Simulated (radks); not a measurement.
Results of a calculation; reference values are marked as such.
Orbital eigenvalues (eV) of neutral terbium, [Xe] 4f9 6s2, at several levels of relativity; Dirac values are averaged over j with weights 2j + 1. Spin-unpolarised spherical Kohn-Sham, PBE, point nucleus unless stated (finite: rms radius 5.06 fm), a radial shooting solver on a logarithmic mesh with Libxc functionals. A level marked "c x" has the speed of light scaled by that factor and shares open shells by 2j + 1; other Dirac levels either fill j = l - 1/2 first or share by 2j + 1.

shell       non-rel.  scalar-rel., finite nucleus  Dirac, low j first  Dirac, c x 0.75  change of magnitude, last against first (%)
3s           -1711.7                      -1906.5             -1903.3          -2098.4                                       +22.59
3p           -1545.8                      -1611.3             -1614.9          -1681.4                                        +8.78
3d           -1236.6                      -1226.5             -1223.9          -1212.5                                        -1.95
4s           -330.79                      -377.57             -376.81          -425.12                                       +28.52
4p           -265.49                      -280.37             -281.24          -297.43                                       +12.03
4d           -148.90                      -146.92             -146.46          -145.11                                        -2.55
5s           -41.088                      -47.476             -47.355          -54.856                                       +33.51
5p           -24.025                      -24.833             -24.972          -26.549                                       +10.51
4f           -6.7466                      -3.0333             -2.8808         -0.67054                                       -90.06
6s           -3.4651                      -3.7050             -3.7035          -4.0985                                       +18.28
5d (empty)   -1.9850                      -1.3019             -1.3002                -                                            -
6p (empty)   -1.3378                      -1.1727             -1.1824                -                                            -
